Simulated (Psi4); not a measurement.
arsenic atom (As), quartet; M11/cc-pVTZ run with Psi4.

Psi4 was given this input:
```
memory 2 GB

molecule mol {
0 4
As    0.000000    0.000000    0.000000
}

set {
  basis cc-pvtz
  reference uks
}

energy('m11')
print_variables()
```

Problem. Predict the main parts of the log of this Psi4 run.

Solution. 
```
   => Loading Basis Set <=

    Name: CC-PVTZ
    Role: ORBITAL
    Keyword: BASIS

         ---------------------------------------------------------
                                   SCF
               by Justin Turney, Rob Parrish, Andy Simmonett
                          and Daniel G. A. Smith
                              UKS Reference
         ---------------------------------------------------------

  ==> Geometry <==

    Molecular point group: d2h
    Geometry (in Angstrom), charge = 0, multiplicity = 4:

       Center              X                  Y                   Z               Mass
    ------------   -----------------  -----------------  -----------------  -----------------
         AS           0.000000000000     0.000000000000     0.000000000000    74.921594570000

  Running in d2h symmetry.

  Rotational constants: A = ************  B = ************  C = ************ [cm^-1]
  Rotational constants: A = ************  B = ************  C = ************ [MHz]
  Nuclear repulsion =    0.000000000000000

  Charge       = 0
  Multiplicity = 4
  Electrons    = 33
  Nalpha       = 18
  Nbeta        = 15

  ==> Algorithm <==

  SCF Algorithm Type is DF.
  DIIS enabled.
  MOM disabled.
  Fractional occupation disabled.
  Guess Type is CORE.
  Energy threshold   = 1.00e-06
  Density threshold  = 1.00e-06
  Integral threshold = 1.00e-12

  ==> Primary Basis <==

  Basis Set: CC-PVTZ
    Blend: CC-PVTZ
    Number of shells: 15
    Number of basis functions: 43
    Number of Cartesian functions: 49
    Spherical Harmonics?: true
    Max angular momentum: 3

  ==> DFT Potential <==

   => LibXC <=

    Version 7.1.2
    S. Lehtola, C. Steigemann, M. J. T. Oliveira, and M. A. L. Marques,  SoftwareX 7, 1–5 (2018) (10.1016/j.softx.2017.11.002)

   => Composite Functional: M11 <=

    M11 Meta-GGA XC Functional  (10.1021/jz201170d)
    R. Peverati and D. G. Truhlar, J. Phys. Chem. Lett., 2, 2810, 2011

    Deriv               =              1
    GGA                 =           TRUE
    Meta                =           TRUE

    Exchange Hybrid     =           TRUE
    MP2 Hybrid          =          FALSE

   => Exchange Functionals <=

    1.0000   XC_HYB_MGGA_X_M11 [omega = 0.2500]

   => Exact (HF) Exchange <=

    0.5720            HF,LR [omega = 0.2500]
    0.4280               HF

   => Correlation Functionals <=

    1.0000    XC_MGGA_C_M11

   => LibXC Density Thresholds  <==

    XC_MGGA_C_M11:  1.00E-15
    XC_HYB_MGGA_X_M11:  1.00E-11

   => Molecular Quadrature <=

    Radial Scheme          =       TREUTLER
    Pruning Scheme         =           NONE
    Nuclear Scheme         =       TREUTLER

    Blocking Scheme        =         OCTREE
    BS radius alpha        =              1
    Pruning alpha          =              1
    Radial Points          =             75
    Spherical Points       =            302
    Total Points           =          20688
    Total Blocks           =            222
    Max Points             =            256
    Max Functions          =             43
    Weights Tolerance      =       1.00E-15

   => Loading Basis Set <=

    Name: (CC-PVTZ AUX)
    Role: JKFIT
    Keyword: DF_BASIS_SCF

  ==> Integral Setup <==

  SCF_SUBTYPE=INCORE selected. In-core MEM_DF algorithm will be used.
  Using in-core AOs.

  ==> MemDFJK: Density-Fitted J/K Matrices <==

    J tasked:                   Yes
    K tasked:                   Yes
    wK tasked:                  Yes
    Omega:                2.500E-01
    Algorithm:                 Core
    Schwarz Cutoff:           1E-12
    Mask sparsity (%):       0.0000
    Fitting Condition:        1E-10

   => Auxiliary Basis Set <=

  Basis Set: (CC-PVTZ AUX)
    Blend: CC-PVTZ-JKFIT
    Number of shells: 51
    Number of basis functions: 207
    Number of Cartesian functions: 269
    Spherical Harmonics?: true
    Max angular momentum: 4

  Minimum eigenvalue in the overlap matrix is 1.3404177184E-02.
  Reciprocal condition number of the overlap matrix is 6.0938498252E-03.
    Using symmetric orthogonalization.

  ==> Pre-Iterations <==

  SCF Guess: Core (One-Electron) Hamiltonian.

   -------------------------------------------------------
    Irrep   Nso     Nmo     Nalpha   Nbeta   Ndocc  Nsocc
   -------------------------------------------------------
     Ag        12      12       6       6       6       0
     B1g        3       3       1       1       1       0
     B2g        3       3       1       1       1       0
     B3g        3       3       1       1       1       0
     Au         1       1       0       0       0       0
     B1u        7       7       3       2       2       1
     B2u        7       7       3       2       2       1
     B3u        7       7       3       2       2       1
   -------------------------------------------------------
    Total      43      43      18      15      15       3
   -------------------------------------------------------

  ==> Iterations <==

                           Total Energy        Delta E     RMS |[F,P]|

    Occupation by irrep:
             Ag   B1g   B2g   B3g    Au   B1u   B2u   B3u
    DOCC [     5,    1,    0,    0,    0,    3,    3,    3 ]
    SOCC [     1,    0,    1,    1,    0,    0,    0,    0 ]
    NA   [     6,    1,    1,    1,    0,    3,    3,    3 ]
    NB   [     5,    1,    0,    0,    0,    3,    3,    3 ]

   @DF-UKS iter   1: -2223.34934248386526   -2.22335e+03   2.63609e-01 ADIIS
    Occupation by irrep:
             Ag   B1g   B2g   B3g    Au   B1u   B2u   B3u
    DOCC [     6,    1,    1,    1,    0,    2,    2,    2 ]
    SOCC [     0,    0,    0,    0,    0,    1,    1,    1 ]
    NA   [     6,    1,    1,    1,    0,    3,    3,    3 ]
    NB   [     6,    1,    1,    1,    0,    2,    2,    2 ]

   @DF-UKS iter   2: -2171.28737672553507    5.20620e+01   7.97313e-01 ADIIS
   @DF-UKS iter   3: -2235.26809187885510   -6.39807e+01   7.87171e-02 ADIIS/DIIS
   @DF-UKS iter   4: -2235.53228271037824   -2.64191e-01   2.94626e-02 ADIIS/DIIS
   @DF-UKS iter   5: -2235.57923354742388   -4.69508e-02   4.43240e-03 ADIIS/DIIS
   @DF-UKS iter   6: -2235.58039651453009   -1.16297e-03   1.26268e-04 ADIIS/DIIS
   @DF-UKS iter   7: -2235.58040323840169   -6.72387e-06   1.56362e-05 DIIS
   @DF-UKS iter   8: -2235.58040333701138   -9.86097e-08   2.61817e-06 DIIS
   @DF-UKS iter   9: -2235.58040333869940   -1.68802e-09   3.05277e-07 DIIS
  Energy and wave function converged.

  ==> Post-Iterations <==

   Electrons on quadrature grid:
      Nalpha   =   18.0000000134 ; deviation = 1.342e-08
      Nbeta    =   15.0000000134 ; deviation = 1.341e-08
      Ntotal   =   33.0000000268 ; deviation = 2.682e-08

   @Spin Contamination Metric:   8.939231543E-04
   @S^2 Expected:                3.750000000E+00
   @S^2 Observed:                3.750893923E+00
   @S   Expected:                1.500000000E+00
   @S   Observed:                1.500000000E+00

    Orbital Energies [Eh]
    ---------------------

    Alpha Occupied:

[...]
    Alpha Virtual:

[...]
      12Ag     1.941298

    Beta Occupied:

[...]
    Beta Virtual:

[...]
      12Ag     1.967908

    Final Occupation by Irrep:
             Ag   B1g   B2g   B3g    Au   B1u   B2u   B3u
    DOCC [     6,    1,    1,    1,    0,    2,    2,    2 ]
    SOCC [     0,    0,    0,    0,    0,    1,    1,    1 ]
    NA   [     6,    1,    1,    1,    0,    3,    3,    3 ]
    NB   [     6,    1,    1,    1,    0,    2,    2,    2 ]

  @DF-UKS Final Energy: -2235.58040333869940

   => Energetics <=

    Nuclear Repulsion Energy =              0.0000000000000000
    One-Electron Energy =               -3113.1229972226637983
    Two-Electron Energy =                 922.8438251961057404
    DFT Exchange-Correlation Energy =     -45.3012313121413968
    Empirical Dispersion Energy =           0.0000000000000000
    VV10 Nonlocal Energy =                  0.0000000000000000
    Total Energy =                      -2235.5804033386993979

  UHF NO Occupations:
  HONO-2 :    3B3u 1.0000000
  HONO-1 :    3B1u 1.0000000
  HONO-0 :    3B2u 1.0000000
  LUNO+0 :    7 Ag 0.0004035
  LUNO+1 :    2B3g 0.0000086
  LUNO+2 :    8 Ag 0.0000086
  LUNO+3 :    2B2g 0.0000086

Computation Completed

Properties will be evaluated at   0.000000,   0.000000,   0.000000 [a0]

Properties computed using the SCF density matrix

 Multipole Moments:

 ------------------------------------------------------------------------------------
     Multipole            Electronic (a.u.)      Nuclear  (a.u.)        Total (a.u.)
 ------------------------------------------------------------------------------------

 L = 1.  Multiply by 2.5417464519 to convert [e a0] to [Debye]
 Dipole X            :          0.0000000            0.0000000            0.0000000
 Dipole Y            :          0.0000000            0.0000000            0.0000000
 Dipole Z            :          0.0000000            0.0000000            0.0000000
 Magnitude           :                                                    0.0000000

 ------------------------------------------------------------------------------------

  Variable Map:
  ----------------------------------------------------------------------------
[...]
  Array Variable Map:
  ----------------------------------------------------------------------------
[...]
[...]
```
